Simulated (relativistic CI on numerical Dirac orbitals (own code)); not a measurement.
A reference radial Dirac CI calculation of Pr³⁺ gave the lowest total energy -9223.92282 Ha in 60 SCF steps, from this input:

```
atom Pr  Z=59  charge=3  electrons=56
nucleus A=141  rms_radius_fm=4.8919
hamiltonian dirac-coulomb  breit=on  qed=on  c_scale=1
orbitals kli  potential=per-configuration
slater_scale 1
correlation none
mixing on
grid step=0.0125 r_max=64.9
scf mixing=0.4 start=green max_iterations=150 tolerance=2e-08 node_fill=0.05
configurations
  [Xe] 4f2
  [Xe] 4f 5d
  [Xe] 5d2
  [Xe] 4f 6s
  [Xe] 4f 6p
end
```

One setting was then changed (and the iteration limit cut to 79), and the output read:

```
SCF 1: [Xe] 4f2
 iter      energy (Ha)   residual   last orbital (Ha)
    1     -9217.854616   2.10e+00     -2.82048
    2     -9234.725721   7.89e-01     -2.12139
    3     -9236.778595   2.11e-01     -1.97406
    4     -9236.890036   1.25e-01     -1.98176
    5     -9236.935512   9.21e-03     -1.99232
SCF 2: [Xe] 4f 5d
 iter      energy (Ha)   residual   last orbital (Ha)
    1     -9219.643942   1.98e+00     -1.65429
    2     -9234.496769   8.02e-01     -1.22097
    3     -9236.603077   1.76e-01     -1.08566
    4     -9236.707429   7.01e-02     -1.11148
    5     -9236.713037   2.58e-02     -1.10097
    6     -9236.712197   5.18e-03     -1.09237
SCF 3: [Xe] 5d2
 iter      energy (Ha)   residual   last orbital (Ha)
    1     -9220.974410   1.92e+00     -1.65429
    2     -9234.082119   7.99e-01     -1.26082
    3     -9236.182746   1.73e-01     -1.13992
    4     -9236.272304   3.04e-02     -1.17372
    5     -9236.273461   1.45e-02     -1.16736
    6     -9236.273205   2.27e-03     -1.15878
SCF 4: [Xe] 4f 6s
 iter      energy (Ha)   residual   last orbital (Ha)
    1     -9219.989260   1.96e+00     -1.19008
    2     -9234.343154   8.04e-01     -1.01668
    3     -9236.456468   1.73e-01     -0.94744
    4     -9236.555936   6.68e-02     -0.94925
    5     -9236.560369   2.92e-02     -0.94541
    6     -9236.559573   4.80e-03     -0.94026
SCF 5: [Xe] 4f 6p
 iter      energy (Ha)   residual   last orbital (Ha)
    1     -9219.866210   1.96e+00     -0.94423
    2     -9234.164911   8.03e-01     -0.81565
    3     -9236.282456   1.74e-01     -0.76393
    4     -9236.380940   6.31e-02     -0.76280
    5     -9236.385081   2.61e-02     -0.76024
    6     -9236.384552   3.80e-03     -0.75686
orbital energies (Ha): 4p3/2 -9.1036  4d3/2 -5.5491  4d5/2 -5.4166  5s -2.7049  5p1/2 -2.1057  5p3/2 -1.9923  4f5/2 -1.4079  4f7/2 -1.3932
configuration averages (Ha): Dirac-Coulomb, Breit, QED
  4f2                          -9236.935512    7.839448    5.231111
  4f 5d                        -9236.712197    7.841219    5.230784
  5d2                          -9236.273205    7.846054    5.231384
  4f 6s                        -9236.559573    7.841823    5.231407
  4f 6p                        -9236.384552    7.841952    5.230959
levels: no., configuration, term, J, E (cm-1), weight
   1 4f2                    3H   4                0.0  0.97
   2 4f2                    3H   5             2055.4  1.00
   3 4f2                    3H   6             4221.3  1.00
   4 4f2                    3F   2             6348.8  0.99
   5 4f2                    1G   4             7553.6  0.52
   6 4f2                    3F   3             7638.4  1.00
   7 4f2                    3F   4            10370.0  0.54
   8 4f2                    1D   2            21880.6  0.94
   9 4f2                    1I   6            26636.2  1.00
  10 4f2                    3P   0            27639.9  0.99
  11 4f2                    3P   1            28171.9  1.00
  12 4f2                    3P   2            29143.5  0.95
  13 4f 5d                  1G*  4            53817.8  0.76
  14 4f 5d                  3F*  2            54878.5  0.90
lowest total energy -9223.920631 Ha
end: converged
```

Q: Which setting was changed?
A. SCF tolerance
B. charge
C. configuration list
D. speed of light

A: A. The SCF tolerance 0.01. This setting is bad on purpose; its numbers may not be properties of the ion.
